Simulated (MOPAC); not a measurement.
Si-H bond lengths (Å) of neutral closed-shell molecules, written as SMILES: in each the longest such bond at B3LYP-D3(BJ)/def2-TZVP (Ansatz), beside the same bond after optimisation at AM1 (MOPAC) from that structure, whose symmetry is kept, so that a structure may be a saddle point there. B3LYP-D3(BJ)/def2-TZVP serves to compare with and is no measurement.

The rows were drawn at random among computed neutral closed-shell members with both values; the withheld row is one of them. Species whose geometry shows other bonds than their SMILES are left out. Runs that failed or changed their bonding are left out, and none for the size of its difference.

| species | AM1 (MOPAC) (x) | B3LYP-D3(BJ)/def2-TZVP (y) |
|---|---|---|
| C=C[SiH2]COC | 1.464 | 1.485 |
| F[SiH2][SiH](F)F [difluoro(fluorosilyl)silane] | 1.466 | 1.480 |
| O[Si]([SiH3])([SiH3])[SiH3] [hydroxy(trisilyl)silane] | 1.468 | 1.486 |
| C=C[SiH2][SiH2]Cl [chloro(ethenylsilyl)silane] | 1.467 | 1.485 |
| [SiH](C)(OC=O)C [dimethylsilyl formate] | 1.461 | 1.479 |

Question: Fit a constant shift, y = x + a, and use it for [SiH]Cl (SiHCl), where AM1 (MOPAC) gives 1.459 Å.

Answer: The mean of y - x is a = 0.0178 Å, and the rows scatter about it by 0.0022 Å (root mean square). Prediction for [SiH]Cl (SiHCl): 1.477 Å. It lies outside the range of the table, so the fit extrapolates. The length at B3LYP-D3(BJ)/def2-TZVP is 1.526 Å, so the fit misses by -0.049 Å, against -0.067 Å without it. The fit is meant for species like these alone.
